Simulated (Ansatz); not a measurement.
Born–Oppenheimer molecular dynamics of ClH$_{3}$OZn (6 atoms, charge 0, multiplicity 1). It starts at the highest image of a converged band. Of that band: A vibrational analysis at the climbing image gives 2 clearly imaginary modes (1692i, 186i cm⁻¹): a point of higher order, so a lower path passes nearby.

Computed with RHF/def2-SVP (Ansatz 0.2.0).

* ensemble: NVE (velocity Verlet)
* time step: 0.5 fs
* steps asked: 200
* starting velocities drawn for: 100 K
* seed: 9529

First frame:

```xyz
6
Properties=species:S:1:pos:R:3
Zn 0.308 0.082 -0.109
O -0.092 -0.040 1.757
H -0.690 -0.205 2.469
Cl -0.335 -0.087 -2.156
H 1.819 0.502 0.935
H 1.115 0.299 1.609
```

(1) What does the run give?

(2) What happens to the structure?

(3) How do temperature and energy run in time?

Answers

(1) All steps were run.

```
steps done                                               : 200
time covered                                             : 100 fs
mean temperature over the second half                    : 1747 K
spread of the potential energy over the second half      : 15.0 meV per atom
mean potential energy of the second half above the start : -142.0 meV per atom
```

The conserved energy stayed within 0.2 meV per atom of its start (net change 0.051 meV per atom), so the integration is sound. The kinetic energy rose, since the run started high on the potential surface and went downhill. It ends in pieces (ClHOZn + H2), so much of that is their flight and rotation, not heat. A run of 0.1 ps of so small a system gives no equilibrium averages. The orbitals stay closed-shell, which can raise the energy where a bond breaks towards radicals; this wasn't checked here.

(2) Between its relaxed ends the band would form Zn1–H5, O2–H6 and break H5–H6. These pairs go: Zn1–H5 1.88 → 8.33 Å, O2–H6 1.26 → 8.37 Å, H5–H6 1.00 → 0.71 Å. In the last frame they stand as before the step (other bonds may differ from the relaxed reactants and products). Also parted: Zn1–H6 1.91 → 8.34 Å. It ends as ClHOZn + H2. Pairs count as bonded within 1.25 times the sum of covalent radii (0.12 Å more for H–H). This is one draw of velocities; another would differ in detail.

(3) 
```
time (fs)  T (K)  potential energy less start (eV)  conserved less start (meV/atom)
        0    100                             0.000                             0.00
        5     67                             0.017                             0.05
       10    365                            -0.137                            -0.02
       15   1038                            -0.485                             0.00
       20   1572                            -0.761                             0.05
       25   1785                            -0.872                            -0.15
       30   1570                            -0.760                             0.05
       35   1397                            -0.670                             0.00
       40   1542                            -0.747                            -0.17
       45   1665                            -0.809                             0.09
       50   1679                            -0.817                            -0.14
       55   1491                            -0.719                            -0.08
       60   1433                            -0.688                             0.10
       65   1714                            -0.835                            -0.15
       70   1899                            -0.930                             0.05
       75   1883                            -0.922                            -0.02
       80   1713                            -0.834                            -0.07
       85   1725                            -0.840                             0.15
       90   1994                            -0.980                            -0.13
       95   1926                            -0.944                             0.00
      100   1706                            -0.830                             0.05
```

Time of the run: 6.5 min on 1 thread of Arm Neoverse N1, with other jobs on the host, peak memory 0.16 GiB.
